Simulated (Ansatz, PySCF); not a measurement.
The pair A = HF (SMILES F) (first 2 atoms), B = Si2H6 (SMILES [SiH3][SiH3]); geometry from B3LYP-D3(BJ)/def2-TZVP.
(charge 0, multiplicity 1):
```xyz
10

F      1.4596     0.3195    -0.1744
H      1.3435     0.2997     0.7487
Si    -0.4222    -0.1706     5.2398
Si    -0.3931    -0.1698     2.8962
H     -1.7700    -0.5576     5.7197
H     -0.0949     1.1824     5.7475
H      0.5741    -1.1389     5.7548
H     -0.6830    -1.5122     2.3434
H      0.9742     0.2204     2.4398
H     -1.3485     0.8125     2.3359
```

Cores are frozen in the correlated methods. Rows in 6-31G* carry no dispersion term and start afresh at each structure (6-31G* with six Cartesian d functions). MP2/6-31G* freezes PySCF's default core.

Programs: Ansatz (a quantum-chemistry and plane-wave program) with Gaussian orbitals; PySCF for 6-31G* rows. 

Total energies (hartree), monomers frozen at their geometry in the pair:

```json
[
 {"structure": "AB", "B3LYP/def2-TZVPPD": "-683.1412559", "MP2/6-31G*": "-681.6492372", "CCSD(T)/aug-cc-pV(D+d)Z": "-681.9034724"},
 {"structure": "A in the pair's basis", "B3LYP/def2-TZVPPD": "-100.4951815", "MP2/6-31G*": "-100.1847116", "CCSD(T)/aug-cc-pV(D+d)Z": "-100.2644584"},
 {"structure": "B in the pair's basis", "B3LYP/def2-TZVPPD": "-582.6439170", "MP2/6-31G*": "-581.4650313", "CCSD(T)/aug-cc-pV(D+d)Z": "-581.6372698"},
 {"structure": "A", "B3LYP/def2-TZVPPD": "-100.4951394", "MP2/6-31G*": "-100.1821597", "CCSD(T)/aug-cc-pV(D+d)Z": "-100.2635949"},
 {"structure": "B", "B3LYP/def2-TZVPPD": "-582.6438748", "MP2/6-31G*": "-581.4644442", "CCSD(T)/aug-cc-pV(D+d)Z": "-581.6366091"}
]
```

Question: Work out the interaction energy without and with the counterpoise correction, and the superposition error, for each level.

Answer: 
E(AB) − E(A) − E(B), times 627.509 kcal/mol, with the monomers in their own basis and then in the pair's basis:
- B3LYP/def2-TZVPPD: -1.41 uncorrected, -1.35 corrected; the monomers gain 0.05 kcal/mol from borrowed functions
- MP2/6-31G*: -1.65 uncorrected, 0.32 corrected; the monomers gain 1.97 kcal/mol from borrowed functions
- CCSD(T)/aug-cc-pV(D+d)Z: -2.05 uncorrected, -1.09 corrected; the monomers gain 0.96 kcal/mol from borrowed functions
